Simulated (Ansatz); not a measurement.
Program: Ansatz. Geometries: PBE0-D4/def2-TZVP. ΔE: electronic, gas phase. CCSD(T)/CBS adds triple-zeta CCSD(T) − MP2 to the extrapolated MP2 energy (def2 sets, frozen cores). Functionals use def2-TZVPP. Elements past krypton have def2 core potentials. For Sn outer-core shells are correlated without core-valence functions, which leaves a few kJ/mol of doubt a bond. One conformer a species, not always the lowest.

Reaction (formal exchange of groups at the Sn–O bond): `[OH][Sn][OH]` + `SC1CCCC1` → `[OH][Sn][SH]` + `OC1CCCC1`

`[OH][Sn][OH]`:

Z-matrix (Å, degrees):
```
O
Sn 1 1.987
H 1 0.960 2 116.9
O 2 1.966 1 91.9 3 180.0
H 4 0.964 2 111.9 1 0.0
```

`SC1CCCC1`:

Cartesian coordinates in Å:
```
S 1.545 1.985 1.149
C 0.234 0.863 0.618
C 0.438 -0.609 0.954
C -0.651 -1.320 0.145
C -0.949 -0.396 -1.062
C -0.056 0.837 -0.878
H 2.529 1.415 0.431
H -0.649 1.235 1.152
H 1.433 -0.912 0.609
H 0.392 -0.810 2.025
H -0.340 -2.319 -0.165
H -1.549 -1.447 0.754
H -2.003 -0.107 -1.067
H -0.757 -0.890 -2.016
H -0.507 1.764 -1.236
H 0.890 0.710 -1.414
```

`[OH][Sn][SH]`:

Z-matrix (Å, degrees):
```
O
Sn 1 1.976
H 1 0.960 2 118.2
S 2 2.454 1 99.3 3 0.0
H 4 1.344 2 95.9 1 0.0
```

`OC1CCCC1`:

Z-matrix (Å, degrees):
```
C
C 1 1.539
C 1 1.526 2 104.0
O 1 1.419 2 112.4 3 -121.2
H 1 1.091 2 112.1 3 121.5
C 2 1.544 1 106.5 3 19.1
H 2 1.092 1 110.7 3 -101.6
H 2 1.092 1 109.1 3 141.3
C 3 1.525 1 103.3 2 -37.8
H 3 1.091 1 111.8 2 -161.6
H 3 1.096 1 109.4 2 78.8
H 4 0.961 1 108.4 2 58.0
H 6 1.093 2 110.1 1 -111.3
H 6 1.092 2 112.8 1 129.7
H 9 1.097 3 110.2 1 -76.3
H 9 1.091 3 113.4 1 164.6
```

| level | ΔE (kJ/mol) |
| --- | --- |
| BLYP-D4 | 5.0 |
| CCSD/def2-TZVPP | 6.6 |

(1) What does CCSD(T)/CBS give? (Estimate.)

Largest T1 diagnostic among the species: 0.018.

Answers

(1) The calculation gave: +11.7 kJ/mol. The listed levels differ from it by -6.7, -5.1 kJ/mol.

At CCSD(T), def2-SVP lies −18.8 kJ/mol from the extrapolated value and def2-TZVPP −3.4 kJ/mol. In def2-TZVPP, CCSD(T) changes the Hartree–Fock value by +13.8 kJ/mol (the triples alone add +1.7 kJ/mol) and MP2 by +22.2 kJ/mol. From r2SCAN to r2SCAN0 (25 % exact exchange), in def2-TZVPP and without D4, ΔE moves by −3.0 kJ/mol.
